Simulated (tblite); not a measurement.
C₃H₈NSi (doublet state).
Atom-mapped SMILES: `[CH2:1]=[N:2][Si:3]([CH3:4])[CH3:5]` (hydrogens: H6, H7 on C1; H8, H9, H10 on C4; H11, H12, H13 on C5)

Structure used (GFN2-xTB), in Å, numbered top down from 1:
```
atom  x, y, z in Å
C1     2.5160   -0.8578   -0.4335
N2     1.2293   -0.9974   -0.2639
Si3   -0.1235   -0.0580   -0.2313
C4    -1.7036   -1.0503    0.0564
C5    -0.4434    1.8064   -0.4433
H6     3.1235   -1.7467   -0.3771
H7     3.0140    0.0837   -0.6284
H8    -1.4752   -2.1037    0.1699
H9    -2.2209   -0.7195    0.9526
H10   -2.3934   -0.9431   -0.7760
H11   -1.1117    2.0056   -1.2799
H12   -0.9001    2.2397    0.4454
H13    0.4847    2.3417   -0.6294
```

Structure optimised with GFN2-xTB, isolated species. This method treats the open shell by occupation alone, without spin polarisation.

Masses are those of the commonest isotopes; rigid-rotor values at the optimised geometry. The values belong to one conformer with, in the numbering `[CH2:1]=[N:2][Si:3]([CH3:4])[CH3:5]`, C1–N2–Si3–C4 179°.

Give the principal moments of inertia and the rotational constants in MHz.

Ia = 90.42, Ib = 180.16, Ic = 264.39 u·Å²; 505379 MHz·u·Å²/I gives A = 5589, B = 2805, C = 1912 MHz.

Classify the top.

An asymmetric top; Ray's κ = -0.514.

Is it planar, by Δ = Ic − Ia − Ib?

Not planar: Δ = Ic − Ia − Ib = -6.20 u·Å². For a rigid frame Δ = −2 Σ m c², so Σ m c² = 3.10 u·Å² lies off the ab plane, practically all of it from hydrogen. The atom farthest from that plane is 0.89 Å away.

Give the other two planar moments, Paa and Pbb, and the rms extents of the mass along the axes.

Paa = Σ m a² = (Ib + Ic − Ia)/2 = 177.06 and Pbb = Σ m b² = (Ia + Ic − Ib)/2 = 87.32 u·Å². With the mass M = 86.04 u, the rms extents √(P/M) along a, b and c are 1.43, 1.01, 0.19 Å.

Where do the levels up to J = 5 lie, in K?

Above 0(0,0), as E/k:
J = 1: 1(0,1) 0.226, 1(1,1) 0.360, 1(1,0) 0.403
J = 2: 2(0,2) 0.670, 2(1,2) 0.770, 2(1,1) 0.898, 2(2,1) 1.299, 2(2,0) 1.308
J = 3: 3(0,3) 1.316, 3(1,3) 1.380, 3(1,2) 1.636, 3(2,2) 1.978, 3(2,1) 2.020, 3(3,1) 2.759, 3(3,0) 2.760
J = 4: 4(0,4) 2.150, 4(1,4) 2.185, 4(1,3) 2.606, 4(2,3) 2.877, 4(2,2) 2.990, 4(3,2) 3.679, 4(3,1) 3.687, 4(4,1) 4.751, 4(4,0) 4.752
J = 5: 5(0,5) 3.164, 5(1,5) 3.181, 5(1,4) 3.794, 5(2,4) 3.989, 5(2,3) 4.220, 5(3,3) 4.831, 5(3,2) 4.861, 5(4,2) 5.903, 5(4,1) 5.904, 5(5,1) 7.280, 5(5,0) 7.280
Those of J = 1 are B + C, A + C and A + B.

Estimate the classical rotational partition function at 100 K, 200 K and 500 K.

Point group Cs, symmetry number σ = 1; q = (√π/σ)·√((kT/h)³/(ABC)), k/h = 20836.6 MHz/K: 30800 at 100 K, 87100 at 200 K, 344000 at 500 K.

For this open shell read J as N, the rotation without spin; fine and hyperfine splittings come on top. Its GFN2-xTB frequencies are all real (lowest 57 cm⁻¹). No vibrational averaging or centrifugal distortion is included, and the geometry carries the error of its method.

The numbers are calculated, not measured.
